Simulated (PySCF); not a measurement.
How do the members of this family differ from one of them?

PySCF, PBE0/def2-SVPD, density fitting, gas phase; each molecule at its own GFN2-xTB geometry, one conformer. Singlet excitations by full TDDFT with frozen cores and triplets by Tamm–Dancoff TDDFT. 

Torsions of the conformers computed, which needn't be the lowest (atom-mapped SMILES):
- `[CH2:1]=[N:2][CH:3]=[O:4]`: C1–N2–C3–O4 -89°
- `[O:1]=[CH:2][O:3][SiH3:4]`: O1–C2–O3–Si4 0°
- `[O:1]=[CH:2][N:3]([SiH3:4])[SiH3:5]`: O1–C2–N3–Si4 180°
- `[CH3:1][C:2](=[O:3])[O:4][CH:5]=[O:6]`: C1–C2–O4–C5 180°, C2–O4–C5–O6 0°
- `[CH3:1][O:2][CH2:3][CH:4]=[O:5]`: C1–O2–C3–C4 -75°, O2–C3–C4–O5 163°
- `[H]/[N:1]=[CH:2]\[CH:3]=[O:4]`: N1–C2–C3–O4 180°
- `[O:1]=[CH:2][NH:3][SiH3:4]`: O1–C2–N3–Si4 0°
- `[O:1]=[CH:2][C:3]([F:4])([F:5])[F:6]`: O1–C2–C3–F4 121°
- `[CH3:1][CH2:2][O:3][CH:4]=[O:5]`: C1–C2–O3–C4 -85°, C2–O3–C4–O5 -1°
- `[O:1]=[CH:2][CH:3]([F:4])[F:5]`: O1–C2–C3–F4 -122°
- `[CH3:1][N:2]([CH3:3])[C:4](=[O:5])[CH:6]=[O:7]`: C1–N2–C4–O5 2°, N2–C4–C6–O7 25°
- `[CH3:1]/[N:2]=[CH:3]/[CH:4]=[O:5]`: N2–C3–C4–O5 180°
- `[O:1]=[CH:2][CH2:3][C:4]([F:5])([F:6])[F:7]`: O1–C2–C3–C4 -144°, C2–C3–C4–F5 61°

The conformers of `O=CC1CCCC1` aren't listed.

Reference: `C=NC=O`, with HOMO energy -7.69 eV, LUMO energy -1.52 eV, lowest singlet excitation 4.39 eV, lowest triplet excitation 3.86 eV and mean polarisability 37.2 au.

Changes against it:

```tsv
molecule	Δ HOMO energy (eV)	Δ LUMO energy (eV)	Δ lowest singlet excitation (eV)	Δ lowest triplet excitation (eV)	Δ mean polarisability (au)
CC(=O)OC=O	-0.41	+0.27	+0.42	+0.44	+9.2
COCC=O	+0.24	+0.37	-0.30	-0.38	+8.3
O=CC1CCCC1	+0.29	+0.86	0.00	-0.10	+33.2
[H]/N=C\C=O	-0.17	-1.19	-1.24	-1.35	-1.1
O=CN[SiH3]	-0.22	+1.58	+1.30	+1.31	+12.9
O=CC(F)(F)F	-1.26	-0.83	-0.23	-0.41	-6.3
CCOC=O	-0.67	+1.55	+1.59	+1.52	+7.6
O=CC(F)F	-0.81	-0.52	-0.33	-0.49	-6.9
CN(C)C(=O)C=O	+0.25	-0.68	-1.10	-1.16	+26.7
C/N=C/C=O	+0.03	-0.77	-1.01	-1.08	+14.0
O=CCC(F)(F)F	-0.56	0.00	-0.10	-0.23	+5.1
```

Rows whose labels were lost:

| row | Δ HOMO energy (eV) | Δ LUMO energy (eV) | Δ lowest singlet excitation (eV) | Δ lowest triplet excitation (eV) | Δ mean polarisability (au) |
| --- | --- | --- | --- | --- | --- |
| P | -0.18 | -0.34 | -0.57 | -0.65 | +15.6 |
| Q | -0.35 | +1.37 | +1.31 | +1.33 | +37.0 |
| R | -0.87 | +1.22 | +1.46 | +1.40 | +7.7 |

Q: Which row belongs to which of `O=CO[SiH3]`, `CC#CC=O` and `O=CN([SiH3])[SiH3]`?

A: P = `CC#CC=O`, Q = `O=CN([SiH3])[SiH3]` and R = `O=CO[SiH3]`. P and Q are told apart most clearly by the mean polarisability (+15.6 against +37.0 au); P and R are told apart most clearly by the lowest triplet excitation (-0.65 against +1.40 eV); Q and R are told apart most clearly by the mean polarisability (+37.0 against +7.7 au); P comes close to the labelled row of `C/N=C/C=O` in every column; R comes close to the labelled row of `CCOC=O` in every column.

Q: Which row has the smallest HOMO–LUMO gap and which the largest, and does the HOMO or the LUMO shift more there?

A: Smallest, counted from the reference: `[H]/N=C\C=O`, -1.02 eV (HOMO -0.17, LUMO -1.19), the larger shift being that of the LUMO. Largest: `CCOC=O`, +2.22 eV (HOMO -0.67, LUMO +1.55), the larger shift being that of the LUMO.

Q: Fit a straight line for the change of the lowest singlet excitation against that of the lowest triplet excitation over the labelled rows, and test it on P, Q and R.

A: Over the 11 labelled rows the slope is 0.97 eV/eV, the intercept +0.08 eV, r = 1.00 and the standard error 0.058 eV. P: predicted -0.55, computed -0.57 eV; Q: predicted +1.37, computed +1.31 eV; R: predicted +1.44, computed +1.46 eV. The mean miss is 0.034 eV, against 1.1 eV for guessing the labelled rows' mean: the line carries over to these rows.
